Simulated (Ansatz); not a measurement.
`C[CH2][Ge][O]C` + H₂ → `C[O][GeH]` + ethane at 500 K and 1 bar (hydrogenolysis of a Ge–C bond).

Program: Ansatz. Geometries: PBE0-D4/def2-TZVP. ΔE: electronic, gas phase. CCSD(T)/CBS adds triple-zeta CCSD(T) − MP2 to the extrapolated MP2 energy (def2 sets, frozen cores). This one scheme is used for every species. For Ge outer-core shells are correlated without core-valence functions, which leaves a few kJ/mol of doubt a bond. Scalar relativity is left out up to krypton. One conformer a species, not always the lowest.

```tsv
species	CCSD(T)/CBS energy (Eh)	H − E (kJ/mol)	S (J/(mol·K))
`C[CH2][Ge][O]C`	-2270.25348	329.4	443.3
H₂	-1.17544	41.0	145.5
`C[O][GeH]`	-2191.71863	156.4	332.3
`CC`	-79.71954	220.5	259.9
```

H − E and S are ideal-gas, rigid-rotor, harmonic terms from PBE0-D4/def2-TZVP, for one conformer and one mirror image of each species. For small species the MP2-based limit differs from directly extrapolated CCSD(T) by up to some mEh (0.8 for H₂); such offsets cancel only in part. 1 Eh = 2625.50 kJ/mol, R = 8.31446 J/(mol·K).

Task: By hand: ΔE, ΔH, ΔS and ΔG.

Result: ΔE = (-2191.71863) + (-79.71954) − (-2270.25348) − (-1.17544) = -0.00925 Eh = -24.3 kJ/mol. Δ(H − E) = 156.4 + 220.5 − 329.4 − 41.0 = 6.5, so ΔH = -17.8 kJ/mol. ΔS = 332.3 + 259.9 − 443.3 − 145.5 = 3.4 J/(mol·K). ΔG = -17.8 − 500 × (3.4)/1000 = -19.5 kJ/mol.

Task: By hand: the equilibrium constant, and the temperature at which ΔG would vanish if ΔH and ΔS stayed fixed.

Result: log₁₀ K = −ΔG/(RT ln 10) = 2.0. ΔH and −TΔS have one sign here, so there is no such temperature.

The number of gas molecules stays the same, so ΔS is small and ΔH decides. A doubt of 5 kJ/mol in ΔE shifts log₁₀ K by 0.5 here. Other conformers and mirror images would add mixing entropy, several J/(mol·K) or more a flexible species. Modes under 60 cm⁻¹, often nearly free rotors, make the harmonic entropy too high. These are equilibria of isolated gas molecules and say nothing of rates. Largest T1 diagnostic: 0.016 (customary marks: 0.02 for closed shells, 0.045 for open ones).

ΔS is within the doubt of such terms, so its sign, and with it that verdict, could turn.
